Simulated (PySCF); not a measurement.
hydrogen bromide (BrH), SMILES Br. Geometry: PBE0-D3(BJ)/def2-TZVPD.

These are PySCF with PBE0-D3(BJ)/def2-TZVPD values and carry that method's errors.

Harmonic wavenumbers (cm⁻¹): 2671. Rotational constants (GHz): 251.6 (linear); symmetry number 1.

Question: Work out the zero-point energy and the ideal-gas rigid-rotor harmonic-oscillator thermochemistry at 298.15 K and 1 atm.

Answer: ZPE = ½ Σ hcν = ½ × 2671 cm⁻¹ = 3.82 kcal/mol. H − E(el) = 5.89 kcal/mol. Entropy in cal/(mol K): translation 39.09, rotation 8.36, vibration 0.00, total 47.45. G − E(el) = -8.25 kcal/mol. Cp = 6.96 cal/(mol K).
